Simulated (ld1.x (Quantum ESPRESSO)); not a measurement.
**u(r) = r·R(r): atom against pseudo-atom (oxygen)**

Columns: radius, all-electron u(r) and pseudo u(r) of the 2p shell (level -64.76 eV) of oxygen in the configuration [He] 2s2 2p1; PBEsol, scalar-relativistic, PAW scheme, ld1.x (Quantum ESPRESSO) 7.5.

```json
{"r (bohr)": "0.093", "all-electron": "0.1215", "pseudo": "0.0132"}
{"r (bohr)": "0.185", "all-electron": "0.3455", "pseudo": "0.0512"}
{"r (bohr)": "0.278", "all-electron": "0.5696", "pseudo": "0.1118"}
{"r (bohr)": "0.370", "all-electron": "0.7501", "pseudo": "0.1886"}
{"r (bohr)": "0.463", "all-electron": "0.8817", "pseudo": "0.2773"}
{"r (bohr)": "0.555", "all-electron": "0.9638", "pseudo": "0.3691"}
{"r (bohr)": "0.648", "all-electron": "1.0035", "pseudo": "0.4589"}
{"r (bohr)": "0.740", "all-electron": "1.0076", "pseudo": "0.5385"}
{"r (bohr)": "0.833", "all-electron": "0.9844", "pseudo": "0.6041"}
{"r (bohr)": "0.925", "all-electron": "0.9418", "pseudo": "0.6506"}
{"r (bohr)": "1.018", "all-electron": "0.8854", "pseudo": "0.6767"}
{"r (bohr)": "1.110", "all-electron": "0.8216", "pseudo": "0.6818"}
{"r (bohr)": "1.203", "all-electron": "0.7529", "pseudo": "0.6675"}
{"r (bohr)": "1.295", "all-electron": "0.6841", "pseudo": "0.6370"}
{"r (bohr)": "1.388", "all-electron": "0.6159", "pseudo": "0.5936"}
{"r (bohr)": "1.480", "all-electron": "0.5512", "pseudo": "0.5427"}
{"r (bohr)": "1.573", "all-electron": "0.4898", "pseudo": "0.4877"}
{"r (bohr)": "1.665", "all-electron": "0.4337", "pseudo": "0.4335"}
{"r (bohr)": "1.758", "all-electron": "0.3817", "pseudo": "0.3818"}
{"r (bohr)": "1.850", "all-electron": "0.3352", "pseudo": "0.3352"}
{"r (bohr)": "1.943", "all-electron": "0.2928", "pseudo": "0.2928"}
{"r (bohr)": "2.035", "all-electron": "0.2554", "pseudo": "0.2554"}
{"r (bohr)": "2.128", "all-electron": "0.2218", "pseudo": "0.2218"}
{"r (bohr)": "2.220", "all-electron": "0.1924", "pseudo": "0.1924"}
{"r (bohr)": "2.313", "all-electron": "0.1662", "pseudo": "0.1662"}
{"r (bohr)": "2.405", "all-electron": "0.1435", "pseudo": "0.1435"}
```

Task: How many radial nodes do the two functions have?

Result: The all-electron 2p function has n − l − 1 = 0; the pseudo-wave has 0.

Task: At about which radius was the pseudo-wave matched?

Result: 1.85 bohr. The columns agree to 0.0005 from 1.67 bohr on; several derivatives are matched, so the curves merge somewhat inside the radius.

Task: Where does each function peak?

Result: Outermost all-electron maximum near 0.74 bohr, pseudo maximum near 1.11 bohr (to the table’s step).

Task: Is the pseudo-wave norm-conserving?

Result: No, it belongs to a PAW set: the norm inside the radius is not constrained, and the difference is carried by the augmentation charge.
